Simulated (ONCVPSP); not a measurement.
## Varying the ONCV potential for Sn

Base potential:

- Element: tin (Sn)
- Generator: ONCVPSP 4.0.1
- Type: optimised norm-conserving Vanderbilt (ONCV)
- Functional: Wu-Cohen
- Relativity: scalar-relativistic
- Frozen core: [Ar] 3d10 4s2
- Valence charge: 20
- Reference configuration: 4p6 4d10 5s2 5p2
- Partial waves: 5s: rc 1.90 bohr, ncon 4, nbas 9, qcut 3.3 1/bohr, 2 projectors, debl 3.1 Ha; 4p+5p: rc 1.25 bohr, ncon 4, nbas 8, qcut 9.5 1/bohr, 2 projectors; 4d: rc 1.00 bohr, ncon 4, nbas 8, qcut 8.3 1/bohr, 2 projectors, debl 2.8 Ha
- Local potential: polynomial inside 0.60 bohr (lpopt 2, dvloc0 2 Ha)
- Core correction: Teter function, fcfact 5, rcfact 1.6

Cutoffs, loose and tight: the cutoffs (Ha) at which the residual kinetic energy of the hardest occupied pseudo-wave falls to 1 and 0.1 mHa per electron. They do not see the model core or the augmentation charge, which bear on the density cutoff. Test errors are all-electron minus pseudo excitation energies from the reference, over the configurations 4p6 4d10 5s2 5p1; 4p6 4d10 5s2 5p0; 4p6 4d10 5s1 5p0; 4p6 4d9 5s2 5p2. A dash means not determined; rows that change the core or the reference have their own tests.

A true bound ghost makes a file unfit for plane-wave use even where its test errors are small: the radial tests pick states by their node count and pass the ghost by.

```tsv
change	outcome	cutoff, loose	cutoff, tight	bound ghosts	GHOST(+) flags above zero	largest test error (meV)
base	generated	84 Ha	221 Ha	s	s	-38
core correction Teter function fitted to the true core (icmod 2), fcfact 0.5	generated	84 Ha	221 Ha	s	s	-34
local potential polynomial inside 0.60 bohr (lpopt 2, dvloc0 3.5 Ha)	generated	84 Ha	221 Ha	s	s	-38
core correction Teter function, fcfact 2.3, rcfact 1.6	generated	84 Ha	221 Ha	s	s	-36
p: qcut 5.5	generated	84 Ha	221 Ha	s	s	-39
core correction Teter function, fcfact 5, rcfact 1.02	generated	84 Ha	221 Ha	s	s	-33
all radii but the core radius scaled by about 0.96 (s 1.82, p 1.20, d 0.96 bohr); local potential polynomial inside 0.58 bohr (lpopt 2, dvloc0 2 Ha)	generated	88 Ha	240 Ha	s	s	-38
s: rc 2.74	generated	84 Ha	221 Ha	s	s	-40
```

(1) What comes out with this change to the base: d: nproj 3?

## Answers

(1) outcome: generated; cutoff, loose: 84 Ha; cutoff, tight: 221 Ha; bound ghosts: s, d; GHOST(+) flags above zero: s, d; largest test error (meV): -38.
